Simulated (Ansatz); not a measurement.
Geometry optimisation, RKS B3LYP-D4/def2-TZVP in Ansatz 0.2.0.

Input:

```yaml
crystal:
  periodic: [false, false, false]
  atoms:
    - { symbol: Zn, position_ang: [0.789871, 0.200898, -0.606653] }
    - { symbol: O, position_ang: [-0.25556, 0.30031, 2.192756] }
    - { symbol: H, position_ang: [-0.492235, -0.483534, 2.703105] }
    - { symbol: Cl, position_ang: [-0.476447, 0.034618, -2.297811] }
    - { symbol: H, position_ang: [1.857402, 0.291798, 0.52554] }
    - { symbol: H, position_ang: [0.703069, 0.20671, 1.987962] }
basis:
  gaussian: { orbitals: def2-TZVP }
hamiltonian:
  xc: b3lyp
  dispersion: d4
relax:
  f_tol: 0.03
  max_steps: 50
output:
  orbitals: {}
```

Launched with:

```bash
$ ansatz run input.yaml --threads 4 --pin off --max-ram 5120MiB --backend cpu --events-out ev --progress --plain --runs-dir out
```

Task: Where does it end, and by what steps?

Result: The forces met the threshold. After 16 steps the energy has fallen by 0.378 eV; Cl4 moved furthest, 1.26 Å. Joined: Zn1–O2 (2.99 → 2.24 Å).

```
step  energy less start (eV)  largest force component (eV/Å)  accepted
   0                  0.0000                           0.835       yes
   1                  0.0710                           2.740        no
   2                 -0.0354                           0.955       yes
   3                 -0.0555                           1.258       yes
   4                 -0.0945                           1.422       yes
   5                 -0.1099                           1.557       yes
   6                 -0.2036                           0.294       yes
   7                 -0.2572                           0.573       yes
   8                 -0.2914                           0.243       yes
   9                 -0.3266                           0.492       yes
  10                 -0.3401                           0.799       yes
  11                 -0.3596                           0.363       yes
  12                 -0.3691                           0.048       yes
  13                 -0.3702                           0.057       yes
  14                 -0.3731                           0.446       yes
  15                 -0.3776                           0.159       yes
  16                 -0.3784                           0.028       yes
```

```xyz
6
Properties=species:S:1:pos:R:3
Zn 1.014 0.265 -0.228
O 0.015 0.235 1.776
H -0.860 -0.132 1.589
Cl -0.897 -0.226 -1.142
H 2.509 0.570 -0.078
H 0.345 -0.161 2.590
```

Whether the end is a true minimum wasn't checked by a vibrational analysis.

The run took 31 s on 4 threads of Arm Neoverse V1 (shared host), peak memory 0.32 GiB.
